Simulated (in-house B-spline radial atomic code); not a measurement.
A fraction x of an electron is removed from 3d in Rb+, starting from [Ar] 3d10 4s2 4p6 and keeping the highest spin. Method: scalar-relativistic (X2C) CAM-B3LYP, spin-polarised, spherical fractional occupations, Fermi nucleus of rms radius 4.2036 fm. Calculated with a B-spline radial code for spherical atoms.

Caution: exact exchange at fractional occupations of open shells leaves self-interaction of up to several eV.

| x | E(x) - E(0) (eV) | 3d down level (eV) |
| --- | --- | --- |
| 0 | 0.0000 | -116.452 |
| 0.04 | 4.6776 | -117.426 |
| 0.16 | 18.9452 | -120.374 |
| 0.33 | 39.7681 | -124.613 |
| 0.47 | ? | ? |
| 0.5 | 61.3177 | -128.924 |
| 0.57 | 70.4052 | -130.720 |
| 0.63 | ? | ? |
| 0.86 | 109.4061 | -138.284 |
| 0.89 | 113.5665 | -139.078 |
| 1 | 129.0258 | -142.005 |

(1) What belongs in the row x = 0.47?

(2) What belongs in the row x = 0.63?

(3) Check Janak's theorem between x = 0.04 and 0.16.

Results:

(1) An energy change of 57.4615 eV; 3d down at -128.158 eV.

(2) An energy change of 78.2949 eV; 3d down at -132.269 eV.

(3) The slope of the energy is 118.90 eV; the orbital levels give 118.90 eV (-ε of the emptying orbital, averaged over the two points).
